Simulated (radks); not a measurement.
Results of a calculation; reference values are marked as such.
Task: The niobium ion Nb8+, [Ar] 3d10 4s2 4p3. Code: a radial shooting solver on a logarithmic mesh with Libxc functionals. Model: non-relativistic Kohn-Sham, PBE, spin-polarised, spherical densities, point nucleus. Every spin shell is full or empty, so the densities are truly spherical. Functionals are evaluated on that one density, not self-consistently. Rank these orbital-free kinetic functionals by their error against the exact value of the orbitals, and give that value: Thomas-Fermi, TF + vW/9, LC94, revAPBEK, Perdew 92, Pearson, PG1, DePristo-Kress.

Result: Exact: 3735.41 hartree. From best to worst, with 100 (|E| - |E exact|)/|E exact| (equal figures are ties): DePristo-Kress -0.06, LC94 +0.08, revAPBEK +0.35, Perdew 92 -0.67, TF + vW/9 -0.68, Pearson -0.99, Thomas-Fermi -5.64, PG1 +16.54.
